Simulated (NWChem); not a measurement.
System: SiHBr2F; SMILES F[SiH](Br)Br

This build's default masses of Se (78.918 u) and Br (79.917 u) are each other's, which moves their modes by up to 0.6 %.

**Question.** Give the equilibrium geometry at B3LYP/6-31G* (spherical d) (NWChem) as a Z-matrix, with the point group.

**Answer.** point group Cs; any orientation.
```
Si
F 1 1.6027
H 1 1.4721 2 109.16
Br 1 2.2158 3 109.72 2 118.84
Br 1 2.2158 3 109.72 2 -118.84
```
